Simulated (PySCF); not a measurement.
**Running PySCF for LiGe**

Input:

```python
from pyscf import gto, scf, cc

mol = gto.M(
    atom='Li 0 0 0; Ge 0 0 2.323',
    basis='cc-pvdz',
    charge=0,
    spin=3,
    verbose=4,
)
mf = scf.UHF(mol)
mf.kernel()
mycc = cc.CCSD(mf, frozen=9)
mycc.kernel()
e = mycc.ipccsd(nroots=6)[0]
print('roots (eV) =', (e*27.211386).round(3))
mf.dip_moment()
print('orbital energies (hartree):', [e[max(0, n-3):n+3].round(4) for e, n in zip(mf.mo_energy, mol.nelec)])
```

```bash
$ python input.py
```

It prints (some set-up lines and the per-cycle HOMO/LUMO lines with their warnings removed):

```
PySCF version 2.14.0

[INPUT] Symbol           X                Y                Z      unit          X                Y                Z       unit  Magmom
[INPUT]  1 Li     0.000000000000   0.000000000000   0.000000000000 AA    0.000000000000   0.000000000000   0.000000000000 Bohr   0.0
[INPUT]  2 Ge     0.000000000000   0.000000000000   2.323000000000 AA    0.000000000000   0.000000000000   4.389833787365 Bohr   0.0

nuclear repulsion = 21.8687095343607
number of shells = 11
number of NR pGTOs = 103
number of NR cGTOs = 41
basis = cc-pvdz
ecp = {}

******** <class 'pyscf.scf.uhf.UHF'> ********
method = UHF
initial guess = minao
damping factor = 0
level_shift factor = 0
DIIS = <class 'pyscf.scf.diis.CDIIS'>
SCF conv_tol = 1e-09
SCF max_cycles = 50
number electrons alpha = 19  beta = 16
init E= -2081.98076466319

cycle= 1 E= -2082.74889589217  delta_E= -0.768  |g|= 0.0816  |ddm|= 0.849
cycle= 2 E= -2082.76341082149  delta_E= -0.0145  |g|= 0.0342  |ddm|= 0.238
cycle= 3 E= -2082.76602892407  delta_E= -0.00262  |g|= 0.0144  |ddm|= 0.096
cycle= 4 E= -2082.7669191715  delta_E= -0.00089  |g|= 0.00635  |ddm|= 0.0563
cycle= 5 E= -2082.76715837936  delta_E= -0.000239  |g|= 0.00268  |ddm|= 0.0302
cycle= 6 E= -2082.76720133548  delta_E= -4.3e-05  |g|= 0.000408  |ddm|= 0.0179
cycle= 7 E= -2082.7672018107  delta_E= -4.75e-07  |g|= 9.2e-05  |ddm|= 0.00183
cycle= 8 E= -2082.76720183972  delta_E= -2.9e-08  |g|= 4.18e-05  |ddm|= 0.000501
cycle= 9 E= -2082.76720184666  delta_E= -6.94e-09  |g|= 2.29e-05  |ddm|= 0.000184
cycle= 10 E= -2082.76720184966  delta_E= -3e-09  |g|= 1.01e-05  |ddm|= 0.000102
cycle= 11 E= -2082.76720185036  delta_E= -6.93e-10  |g|= 2.58e-06  |ddm|= 6.23e-05
Extra cycle  E= -2082.76720185037  delta_E= -1.73e-11  |g|= 1.6e-06  |ddm|= 7.71e-06
converged SCF energy = -2082.76720185037  <S^2> = 3.7532812  2S+1 = 4.0016403

******** <class 'pyscf.cc.uccsd.UCCSD'> ********
CC2 = 0
CCSD nocc = (np.int64(10), np.int64(7)), nmo = (32, 32)
frozen orbitals 9
max_cycle = 50
direct = 0
conv_tol = 1e-07
conv_tol_normt = 1e-06
Init t2, MP2 energy = -0.0720944936293074
Init E_corr(UCCSD) = -0.0720944936342649
cycle = 1  E_corr(UCCSD) = -0.082466910493893  dE = -0.0103724169  norm(t1,t2) = 0.0485903
cycle = 2  E_corr(UCCSD) = -0.0854484578040946  dE = -0.00298154731  norm(t1,t2) = 0.0157833
cycle = 3  E_corr(UCCSD) = -0.0864895639357753  dE = -0.00104110613  norm(t1,t2) = 0.00761282
cycle = 4  E_corr(UCCSD) = -0.0866143951890748  dE = -0.000124831253  norm(t1,t2) = 0.00305388
cycle = 5  E_corr(UCCSD) = -0.0865435484625293  dE = 7.08467265e-05  norm(t1,t2) = 0.00133206
cycle = 6  E_corr(UCCSD) = -0.0865568206689426  dE = -1.32722064e-05  norm(t1,t2) = 0.000337739
cycle = 7  E_corr(UCCSD) = -0.0865579586898311  dE = -1.13802089e-06  norm(t1,t2) = 9.93305e-05
cycle = 8  E_corr(UCCSD) = -0.0865576515330271  dE = 3.07156804e-07  norm(t1,t2) = 4.27878e-05
cycle = 9  E_corr(UCCSD) = -0.0865577190118272  dE = -6.74788001e-08  norm(t1,t2) = 2.03326e-05
cycle = 10  E_corr(UCCSD) = -0.0865574568384219  dE = 2.62173405e-07  norm(t1,t2) = 8.52906e-06
cycle = 11  E_corr(UCCSD) = -0.0865574840302512  dE = -2.71918293e-08  norm(t1,t2) = 2.35387e-06
cycle = 12  E_corr(UCCSD) = -0.0865574462265127  dE = 3.78037385e-08  norm(t1,t2) = 8.59184e-07
UCCSD converged
E(UCCSD) = -2082.853759296601  E_corr = -0.08655744622651274

******** <class 'pyscf.cc.eom_uccsd.EOMIP'> ********
max_space = 20
max_cycle = 50
conv_tol = 1e-07
partition = None
EOM-CCSD root 0 E = 0.2412578311489245  qpwt = 0.951129  conv = True
EOM-CCSD root 1 E = 0.2412578435949528  qpwt = 0.951127  conv = True
EOM-CCSD root 2 E = 0.2716536789693422  qpwt = 0.945126  conv = True
EOM-CCSD root 3 E = 0.4170728584353289  qpwt = 0.914483  conv = True
EOM-CCSD root 4 E = 0.4501126513167226  qpwt = 0.396602  conv = True
EOM-CCSD root 5 E = 0.4737759300943473  qpwt = 3.35353e-12  conv = True
roots (eV) = [ 6.565  6.565  7.392 11.349 12.248 12.892]
Dipole moment(X, Y, Z, Debye):  0.00000,  0.00000, -5.99726
orbital energies (hartree): [array([-0.2828, -0.2473, -0.2473, -0.0054,  0.048 ,  0.048 ]), array([-1.578 , -1.578 , -0.4184, -0.0053,  0.0354,  0.0354])]
```

In short: E(SCF) = -2082.767202 Eh, 11 cycles, E(CCSD) − E(SCF) = -0.08656 Eh, ⟨S²⟩ = 3.753, μz(SCF) = -6.00 D, ionisation roots 6.565, 6.565, 7.392, 11.349, 12.248, 12.892 eV.

Wall time 2.8 s on one thread of a shared host.

The bond length is a typed value, not an optimised one. No search for the lowest solution was made.
